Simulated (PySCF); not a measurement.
C3H8OSi.
SMILES with atom numbers: `[OH:1][SiH:2]1[CH2:3][CH2:4][CH2:5]1`

Definitions: NICS(0) = −σiso at the ring centroid; NICS(1) = −σiso and NICS(1)zz = −σzz at ±1 Å along the ring normal z. Level: GIAO PBE0/pcSseg-1 (PySCF, non-relativistic, gas phase) on the GFN2-xTB geometry, one conformer.

Ring bond lengths (Å), with Mayer bond orders in brackets: Si2–C3 1.912 (0.89), C3–C4 1.544 (1.00), C4–C5 1.544 (1.00), C5–Si2 1.913 (0.89).

Task: Give the NICS values of each ring in ppm.

Result: 
```tsv
ring	type	NICS(0)	NICS(1), two faces	NICS(1)zz, two faces	rms pucker (Å)	centre to ring atoms, mean (Å)
Si2–C3–C4–C5	4-membered ring with Si; formal bonds all single	0.8	-1.5 / -0.6	1.3 / 4.6	0.07	1.22
```

Task: What can be read from them?

Result: 
- Si2–C3–C4–C5: mean NICS(1)zz 3.0 ppm, near zero. Si2, C3, C4, C5 have four or more neighbours, and the NICS criterion for π rings isn't applied. The two faces differ by 3.3 ppm, so no symmetry operation interchanges them.

Task: What is the mean of the two in-plane components of NICS at the second NICS(1) probe listed for ring Si2–C3–C4–C5, 1 Å off the ring?

Result: The isotropic value is a third of the trace: (3 × -0.6 − (4.6))/2 = -3.2 ppm.

Task: How shielded are the nuclei of the rings and their hydrogens (means over atoms taken as equivalent)?

Result: 
```json
{"atoms": "Si2", "environment": "oxygen-bound silicon", "σ isotropic (ppm)": "342.9"}
{"atoms": "C3 (×2)", "environment": "sp3 carbon bound to silicon", "σ isotropic (ppm)": "160.7"}
{"atoms": "C4", "environment": "four-membered-ring carbon", "σ isotropic (ppm)": "172.2"}
{"atoms": "H on Si2", "environment": "Si–H hydrogen", "σ isotropic (ppm)": "26.48"}
{"atoms": "H on C3 (×2)", "environment": "methylene hydrogen", "σ isotropic (ppm)": "29.99"}
{"atoms": "H on C3 (×2)", "environment": "methylene hydrogen", "σ isotropic (ppm)": "30.04"}
{"atoms": "H on C4", "environment": "methylene hydrogen", "σ isotropic (ppm)": "29.86"}
{"atoms": "H on C4", "environment": "methylene hydrogen", "σ isotropic (ppm)": "29.98"}
```

The values belong to the conformer `[OH:1][SiH:2]1[CH2:3][CH2:4][CH2:5]1`: H–O1–Si2–C3 46°.
